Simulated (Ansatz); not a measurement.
Species: sum formula BN2H3F (charge 0, doublet). It need not be the lowest isomer of its formula. 
Structure (B3LYP-D3(BJ)/def2-TZVP (Ansatz, an electronic-structure program) minimum search):
```xyz
7

B      0.0380    -0.0045     0.0110
F      0.2720     1.2902    -0.2956
N      1.1354    -0.8693     0.4042
N     -1.2793    -0.4769     0.0053
H      1.9367    -0.8287    -0.2275
H     -2.0537     0.0761    -0.3202
H     -1.5135    -1.4128     0.2865
```
Charge 0, spin multiplicity 2.

Parts of the frozen-core correlation energy in 6-31G (Ansatz, hartree). Frozen orbitals: 4; correlated occupied orbitals by spin: 12 and 11; virtual: 26 and 27. UHF or UKS for open shells. Spin-orbit coupling is left out. Non-relativistic.

```tsv
term	value
reference (HF)	-234.78199
MP2 opposite-spin	-0.26803
MP2 same-spin	-0.08939
CCSD correlation	-0.38008
(T)	-0.00726
T1 diagnostic	0.016
largest doubles amplitude	0.028
<S^2> of the reference	0.756
```
